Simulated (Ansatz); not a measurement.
`[OH][InH][CH2]Br` + HBr → `[OH][InH][Br]` + `CBr` at 600 K and 1 bar (ligand exchange at the In–C bond).

Program: Ansatz. Geometries: PBE0-D4/def2-TZVP. ΔE: electronic, gas phase. CBS: MP2 limit from def2 TZ/QZ plus the TZ coupled-cluster correction, frozen cores. Elements past krypton have def2 core potentials. For Br, In outer-core shells are correlated without core-valence functions, which leaves a few kJ/mol of doubt a bond. Scalar relativity is left out up to krypton. One conformer a species, not always the lowest.

```
           species  CCSD(T)/CBS energy (Eh)  H − E (kJ/mol)  S (J/(mol·K))
`[OH][InH][CH2]Br`              -2878.76778           177.3          453.0
               HBr              -2573.91920            33.5          219.1
   `[OH][InH][Br]`              -2839.57190            93.2          383.0
             `CBr`              -2613.17401           124.2          281.5
```

H − E and S are ideal-gas, rigid-rotor, harmonic terms from PBE0-D4/def2-TZVP, for one conformer and one mirror image of each species. 1 Eh = 2625.50 kJ/mol, R = 8.31446 J/(mol·K).

Task: By hand: ΔE, ΔH, ΔS and ΔG.

Result: ΔE = (-2839.57190) + (-2613.17401) − (-2878.76778) − (-2573.91920) = -0.05893 Eh = -154.7 kJ/mol. Δ(H − E) = 93.2 + 124.2 − 177.3 − 33.5 = 6.6, so ΔH = -148.1 kJ/mol. ΔS = 383.0 + 281.5 − 453.0 − 219.1 = -7.6 J/(mol·K). ΔG = -148.1 − 600 × (-7.6)/1000 = -143.5 kJ/mol.

Task: By hand: the equilibrium constant, and the temperature at which ΔG would vanish if ΔH and ΔS stayed fixed.

Result: log₁₀ K = −ΔG/(RT ln 10) = 12.5. ΔG = 0 at ΔH/ΔS = 19487 K, far beyond where these terms or the molecules hold.

The number of gas molecules stays the same, so ΔS is small and ΔH decides. A doubt of 5 kJ/mol in ΔE shifts log₁₀ K by 0.4 here. Other conformers and mirror images would add mixing entropy, several J/(mol·K) or more a flexible species. Modes under 60 cm⁻¹, often nearly free rotors, make the harmonic entropy too high. These are equilibria of isolated gas molecules and say nothing of rates. Largest T1 diagnostic: 0.014 (customary marks: 0.02 for closed shells, 0.045 for open ones).
